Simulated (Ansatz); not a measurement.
Start from `FB([SiH3])[SeH]` and change one atom or group to get `C=NB(F)[SiH3]`.

Ansatz, PBE0-D4/def2-TZVP geometries, multiplicity 1. Each molecule was computed in one conformer, which needn't be the lowest.

Scalar relativity is left out up to krypton.

```tsv
property	`FB([SiH3])[SeH]`
LUMO energy (ωB97M-V/def2-TZVPP) / eV	0.50
HOMO–LUMO gap (ωB97M-V/def2-TZVPP) / eV	10.47
HOMO energy (B3LYP/def2-TZVPP) / eV	-7.61
HOMO–LUMO gap (PBE/def2-TZVPP) / eV	4.38
HOMO energy (PBE/def2-TZVPP) / eV	-6.75
size of the dipole moment (PBE/def2-TZVPP) / D	0.64
```

(1) Give the same properties after the change, and the shifts. (Estimate.)

Results:

(1) Computed: 
```csv
property,`C=NB(F)[SiH3]`,shift
LUMO energy (ωB97M-V/def2-TZVPP) / eV,0.67,0.17
HOMO–LUMO gap (ωB97M-V/def2-TZVPP) / eV,10.90,0.43
HOMO energy (B3LYP/def2-TZVPP) / eV,-7.72,-0.11
HOMO–LUMO gap (PBE/def2-TZVPP) / eV,4.00,-0.38
HOMO energy (PBE/def2-TZVPP) / eV,-6.60,0.15
size of the dipole moment (PBE/def2-TZVPP) / D,2.95,2.31
```

Dipoles are sizes alone; their direction can turn.

B3LYP here is the variant with VWN-RPA as its local correlation; programs differ in this.

Spin–orbit coupling is left out; it splits and shifts lone-pair levels of the heavy atoms by tenths of an eV.
